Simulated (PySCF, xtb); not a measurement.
SnOF, SMILES [O]=[Sn][F], multiplicity 2.

Harmonic wavenumbers (cm⁻¹) from xtb with GFN2-xTB at its own minimum, in rising order: 128, 344, 546.

### Question
What does PBE-D3(BJ)/def2-TZVP (PySCF) give at its own minimum? (The exact figures need the calculation; the answer reports its results.)

### Answer
129, 545, 580. Paired by order, the mean absolute difference is 78 cm⁻¹ and the zero-point energies are 1.5 and 1.8 kcal/mol.
